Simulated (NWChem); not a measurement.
System: CH2BNO3; SMILES O=C=NB(O)O

```xyz
8

B      0.0746    -1.0225     0.0000
N     -0.0571     0.4173     0.0000
C     -0.1681     1.6064     0.0000
O     -0.2764     2.7700     0.0000
O      1.2931    -1.6120     0.0000
H      2.0133    -0.9763     0.0000
O     -1.0168    -1.8233     0.0000
H     -1.8404    -1.3291     0.0000
```
Atoms are numbered in this order, from 1.

Computed with NWChem. Pople sets run with spherical d functions. Structure relaxed at the PBE0/def2-SVP level. GIAO values for the isolated, static molecule; σ is the absolute isotropic shielding, δ = σ(reference) − σ with the isolated reference molecule computed at the same levels (11B: boron trifluoride, 13C: tetramethylsilane, 1H: tetramethylsilane, 15N: ammonia, 17O: water).

```json
[
 {"level": "PBE/pcSseg-1", "δ B1 (ppm)": "2.2", "δ N2 (ppm)": "(withheld)", "δ C3 (ppm)": "116.1", "δ O4 (ppm)": "(withheld)", "δ O5 (ppm)": "(withheld)", "δ H6 (ppm)": "(withheld)"},
 {"level": "Hartree-Fock/6-31G*", "δ B1 (ppm)": "6.9", "δ N2 (ppm)": "22.7", "δ C3 (ppm)": "115.6", "δ O4 (ppm)": "93.0", "δ O5 (ppm)": "69.2", "δ H6 (ppm)": "3.12"},
 {"level": "KT2/pcSseg-1", "δ B1 (ppm)": "2.0", "δ N2 (ppm)": "48.2", "δ C3 (ppm)": "111.8", "δ O4 (ppm)": "129.5", "δ O5 (ppm)": "114.9", "δ H6 (ppm)": "3.29"}
]
```

**Question.** Fill in the missing entries.

**Answer.** 
- PBE/pcSseg-1, δ N2 (ppm): 55.0
- PBE/pcSseg-1, δ O4 (ppm): 143.3
- PBE/pcSseg-1, δ O5 (ppm): 125.0
- PBE/pcSseg-1, δ H6 (ppm): 3.43
